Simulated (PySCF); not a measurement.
Ge(H)2(Et)(NH2) (C2H9GeN), SMILES C[CH2][GeH2][NH2].

Geometry optimised at B3LYP-D3(BJ)/def2-SVP. Other conformers were not sampled.

Two levels are set side by side: PBE/def2-TZVP (PySCF) and r2SCAN/def2-TZVP (PySCF). Same geometry, gas phase. Differences are taken from unrounded values.

| quantity | r2SCAN | PBE | PBE minus r2SCAN |
|---|---|---|---|
| orbital gap (eV) | 6.32 | 5.49 | -0.83 |
| highest occupied level (eV) | -6.01 | -5.70 | 0.31 |
| lowest empty level (eV) | 0.31 | -0.21 | -0.52 |
| dipole moment (D) | 0.71 | 0.69 | -0.02 |
| mean polarisability (bohr³) | 64.6 | 66.2 | 1.5 |

Rough cost on one machine, each run with all the roots and properties that it gave: r2SCAN against PBE about 3 times.
